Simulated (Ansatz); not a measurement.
Rb3F3. Charge 0, multiplicity 1. Geometry PBE0-D4/def2-SVP, basis def2-TZVP, Ansatz.

```xyz
6

Rb    2.355    0.860    0.729
Rb   -1.468    1.428   -1.618
Rb   -0.886   -2.288    0.888
F     0.794    2.043   -0.798
F    -2.114   -0.761   -0.637
F     1.319   -1.283    1.435
```

```
run  HOMO (eV)  LUMO (eV)
  A      -5.35      -0.69
  B      -4.96      -0.84
  C      -6.35      -0.60
  D      -6.77      -0.35
  E      -5.23      -0.25
```

In the def2 sets Rb takes a core potential; there is no spin–orbit coupling. HSE06 is defined as in plane-wave codes, on full-range PBE exchange. The structure comes from a short search, and lower isomers may exist.

Question: The runs used B97M-V, HSE06, PBE, PBE0, r2SCAN. Estimate which is which.

Answer: A B97M-V (0 % exact exchange); B PBE (0 % exact exchange); C HSE06 (range-separated); D PBE0 (25 % exact exchange); E r2SCAN (0 % exact exchange). Exact exchange lowers occupied and raises empty levels; among semilocal functionals meta-GGAs tend to open the gap a little, and such runs are hard to tell apart. The gap grows from 4.13 eV (PBE) to 6.41 eV (PBE0).
